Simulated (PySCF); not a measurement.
SMILES C[SiH2]c1cc[c]([GeH3])cc1 (C₇H₁₂GeSi), GFN2-xTB optimised geometry.

```
21

Si    -0.48    -0.69     0.00
C     -1.13    -1.63    -1.52
C     -1.10    -1.57     1.56
C     -2.08    -1.01     2.37
C     -2.54    -1.67     3.50
C     -2.02    -2.91     3.86
C     -1.03    -3.47     3.05
C     -0.58    -2.81     1.93
Ge    -2.64    -3.83     5.46
H      0.98    -0.69     0.00
H     -0.98     0.69     0.00
H     -2.22    -1.64    -1.55
H     -0.78    -1.16    -2.44
H     -0.79    -2.66    -1.52
H     -2.50    -0.05     2.11
H     -3.31    -1.22     4.11
H     -0.62    -4.43     3.32
H      0.19    -3.26     1.32
H     -4.00    -3.36     5.85
H     -1.73    -3.58     6.63
H     -2.67    -5.31     5.25
```

Density from B3LYP/def2-SVP (PySCF 2.14.0) at that geometry.

Minimum of the electron density along straight lines between bonded atoms, close to the bond critical point (lines longer than 1.1 times the sum of covalent radii, or with two minima, are not listed):

```csv
bond,length / Å,ρ at the minimum / e bohr⁻³,∇²ρ there / e bohr⁻⁵,position (fraction from the first atom)
Si1–C2,1.900,0.111,0.31,0.38
Si1–C3,1.890,0.113,0.34,0.38
C3–C4,1.391,0.309,-0.78,0.50
C4–C5,1.382,0.316,-0.82,0.50
C5–C6,1.389,0.311,-0.79,0.50
C6–C7,1.390,0.310,-0.79,0.50
C3–C8,1.393,0.308,-0.78,0.50
C7–C8,1.381,0.316,-0.82,0.50
C6–Ge9,1.950,…,…,0.53
Si1–H10,1.470,0.116,0.33,0.49
Si1–H11,1.468,0.116,0.33,0.49
C2–H12,1.087,0.272,-0.98,0.62
C2–H13,1.086,0.273,-0.98,0.62
C2–H14,1.087,0.272,-0.97,0.62
C4–H15,1.081,0.284,-1.08,0.63
C5–H16,1.083,0.283,-1.07,0.63
C7–H17,1.083,0.283,-1.07,0.63
C8–H18,1.082,0.284,-1.07,0.63
Ge9–H19,1.495,0.142,0.09,0.59
Ge9–H20,1.497,0.141,…,0.59
Ge9–H21,1.496,0.142,0.09,0.59
```

### Question
Complete the blanks.

### Answer

- C6–Ge9, ρ at the minimum / e bohr⁻³: 0.130
- C6–Ge9, ∇²ρ there / e bohr⁻⁵: 0.06
- Ge9–H20, ∇²ρ there / e bohr⁻⁵: 0.08
